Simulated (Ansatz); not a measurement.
Mulliken charges of H5OPSSi, SMILES `O[SiH2]PS` from r2SCAN/def2-TZVPP in Ansatz (PBE0-D4/def2-TZVP geometry).

```json
{"atom": "O1", "x (Å)": "-0.336", "y (Å)": "0.479", "z (Å)": "-1.766", "charge (e)": "-0.408"}
{"atom": "Si2", "x (Å)": "0.887", "y (Å)": "0.379", "z (Å)": "-0.670", "charge (e)": "0.500"}
{"atom": "P3", "x (Å)": "0.420", "y (Å)": "-0.933", "z (Å)": "1.106", "charge (e)": "-0.050"}
{"atom": "S4", "x (Å)": "-1.598", "y (Å)": "-0.271", "z (Å)": "1.290", "charge (e)": "-0.227"}
{"atom": "H5", "x (Å)": "-1.171", "y (Å)": "0.819", "z (Å)": "-1.435", "charge (e)": "0.206"}
{"atom": "H6", "x (Å)": "1.207", "y (Å)": "1.711", "z (Å)": "-0.089", "charge (e)": "-0.092"}
{"atom": "H7", "x (Å)": "2.053", "y (Å)": "-0.174", "z (Å)": "-1.399", "charge (e)": "-0.074"}
{"atom": "H8", "x (Å)": "0.137", "y (Å)": "-2.103", "z (Å)": "0.353", "charge (e)": "0.030"}
{"atom": "H9", "x (Å)": "-1.511", "y (Å)": "0.047", "z (Å)": "2.591", "charge (e)": "0.116"}
```

Q: By hand: the dipole of these point charges (1 e Å = 4.8032 D).

A: Σ q r = (0.247, 0.069, 0.165) e Å, of length 0.305 e Å = 1.46 D.

Q: How does the dipole of the full density compare? (An estimate is asked.)

A: Ansatz gave: (-0.070, 0.080, 0.177) e Å, 0.99 D; the point charges give 1.47 times that, at 74° from its direction.

Point charges leave out the atoms' own dipoles, such as those of lone pairs, and Mulliken's split depends on the basis, so the two needn't agree.
